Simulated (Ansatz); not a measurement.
Mulliken charges of F₂GeHO (`[OH][Ge]([F])[F]`) radical from B3LYP/def2-TZVPP in Ansatz (PBE0-D4/def2-TZVP geometry).

```json
{"atom": "O1", "x (Å)": "0.096", "y (Å)": "1.211", "z (Å)": "-0.113", "charge (e)": "-0.351"}
{"atom": "Ge2", "x (Å)": "-0.126", "y (Å)": "-0.419", "z (Å)": "0.522", "charge (e)": "0.847"}
{"atom": "F3", "x (Å)": "1.468", "y (Å)": "-0.966", "z (Å)": "0.885", "charge (e)": "-0.336"}
{"atom": "F4", "x (Å)": "-0.706", "y (Å)": "-1.437", "z (Å)": "-0.757", "charge (e)": "-0.347"}
{"atom": "H5", "x (Å)": "-0.681", "y (Å)": "1.538", "z (Å)": "-0.579", "charge (e)": "0.187"}
```

Task: By hand: the dipole of these point charges (1 e Å = 4.8032 D).

Result: Σ q r = (-0.516, 0.331, 0.339) e Å, of length 0.701 e Å = 3.37 D.

Task: How does the dipole of the full density compare? (Best estimate.)

Result: Ansatz gave: (-0.489, 0.303, 0.125) e Å, 2.83 D; the point charges give 1.19 times that, at 17° from its direction.

Point charges leave out the atoms' own dipoles, such as those of lone pairs, and Mulliken's split depends on the basis, so the two needn't agree.

B3LYP here is the variant with VWN-RPA as its local correlation; programs differ in this.
